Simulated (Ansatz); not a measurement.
C₄H₁₅GeN₃⁺, that is GeMe(NHMe)3 with one electron fewer. Charge 1, multiplicity 2. Geometry PBE-D4/def2-SVP, that of the neutral singlet.

```tsv
atom	x (Å)	y (Å)	z (Å)
Ge1	0.3500	-0.2158	-0.0936
C2	0.8745	-1.8944	-0.9680
H3	0.7149	-1.8440	-2.0639
H4	0.2774	-2.7359	-0.5660
H5	1.9471	-2.0936	-0.7793
N6	0.5752	-0.0188	1.7249
C7	-0.1847	-0.7861	2.6952
H8	1.5493	0.1444	1.9946
H9	-0.2810	-0.2402	3.6613
H10	-1.2115	-0.9428	2.3055
H11	0.2332	-1.7972	2.9308
N12	-1.4919	-0.0437	-0.2501
C13	-2.2050	-0.3220	-1.4825
H14	-1.8506	0.7829	0.2387
H15	-2.1214	0.4634	-2.2765
H16	-1.8332	-1.2675	-1.9315
H17	-3.2910	-0.4762	-1.2930
N18	1.4661	1.1093	-0.7553
C19	1.2284	2.5058	-0.4271
H20	1.7430	0.9716	-1.7321
H21	0.4160	3.0032	-1.0148
H22	0.9455	2.5815	0.6436
H23	2.1499	3.1161	-0.5608
```

At PBE-D4/def2-TZVP the gap within one spin of the charge 1 doublet nearly closes, so an electron or hole may be smeared out by delocalisation error.

Problem. Estimate the α-spin orbital energies around the gap (eV) in Ansatz with PBE-D4/def2-TZVP, PBE0-D4/def2-TZVP, BHLYP-D4/def2-TZVP.

Solution. 
| orbital | PBE-D4/def2-TZVP | PBE0-D4/def2-TZVP | BHLYP-D4/def2-TZVP |
| --- | --- | --- | --- |
| HOMO−5 | -12.82 | -14.46 | -16.14 |
| HOMO−4 | -12.54 | -13.73 | -15.04 |
| HOMO−3 | -12.14 | -13.53 | -14.84 |
| HOMO−2 | -11.12 | -13.05 | -14.65 |
| HOMO−1 | -10.40 | -12.25 | -14.36 |
| HOMO | -10.20 | -11.19 | -11.72 |
| LUMO | -4.50 | -3.69 | -3.12 |
| LUMO+1 | -3.68 | -2.71 | -2.17 |
| LUMO+2 | -3.50 | -2.68 | -1.75 |
| LUMO+3 | -3.18 | -2.33 | -1.69 |
| LUMO+4 | -2.91 | -2.00 | -1.27 |
| LUMO+5 | -2.37 | -1.47 | -0.77 |
| β HOMO | -9.70 | -10.51 | -11.57 |
| β LUMO | -9.74 | -9.41 | -8.58 |
